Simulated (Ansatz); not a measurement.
C2H5Cl3Si2 (SMILES [SiH3]/C=C/[Si](Cl)(Cl)Cl), singlet, geometry from GFN2-xTB; Ansatz (a quantum-chemistry and plane-wave program) with SC-NEVPT2/STO-3G, CASSCF(6,6).

The Ansatz input:
Ansatz 0.2 input:
```yaml
crystal:
  periodic: [false, false, false]
  atoms:
    - {symbol: Si, position_ang: [3.83840613, 0.19317781, 0.23051303]}
    - {symbol: C, position_ang: [2.02198057, 0.19917825, -0.27931293]}
    - {symbol: C, position_ang: [0.99866449, -0.07499754, 0.52869839]}
    - {symbol: Si, position_ang: [-0.82167112, -0.06634097, 0.04280997]}
    - {symbol: Cl, position_ang: [-1.03042487, 0.52648673, -1.87853335]}
    - {symbol: Cl, position_ang: [-1.84556345, 1.20568107, 1.24201341]}
    - {symbol: Cl, position_ang: [-1.60862681, -1.92202303, 0.24737024]}
    - {symbol: H, position_ang: [4.53228403, -0.82772102, -0.55702933]}
    - {symbol: H, position_ang: [4.39552556, 1.51584264, -0.05926140]}
    - {symbol: H, position_ang: [3.93273212, -0.10530032, 1.65932895]}
    - {symbol: H, position_ang: [1.80367878, 0.44871745, -1.31132555]}
    - {symbol: H, position_ang: [1.21607653, -0.32480026, 1.56099710]}
basis:
  gaussian:
    orbitals: STO-3G
magnetization: {spin_polarized: false}
correlation: {method: sc_nevpt2, electrons: all, active_space: {window: {electrons: 6, orbitals: 6}}}
```

Problem. Write the output that Ansatz gives for this input, abridged.

Solution. 
```
Functional definition: HF
695 factors; integrals over basis functions are off by at most 4.0e-5 eV
mean field evaluation 1: about -54767.9381 eV, gradient 2.7e1 eV
mean field evaluation 2: about -54768.0489 eV, gradient 2.7e1 eV
mean field evaluation 4: about -54771.5199 eV, gradient 2.0e0 eV
mean field evaluation 8: about -54771.5365 eV, gradient 1.4e-2 eV
mean field -54771.53651203 eV, -2012.8168413362 hartree, gradient 2.4e-6 eV, S^2 0.000000; 0 other end points of the search recorded, 0 dependent functions left out; unrestricted orbitals would lower it
reference -54771.53651203 eV, -2012.8168413362 hartree; 48, 48 occupied and 12, 12 virtual orbitals, 695 factors
state -54773.88412537 eV, -2012.9031145352 hartree
state -54773.88412537 eV, -2012.9031145352 hartree; corrected -54777.66834284 eV, -2013.0421819622 hartree
Total energy: -54777.66834284 eV, -2013.0421819622 hartree
```
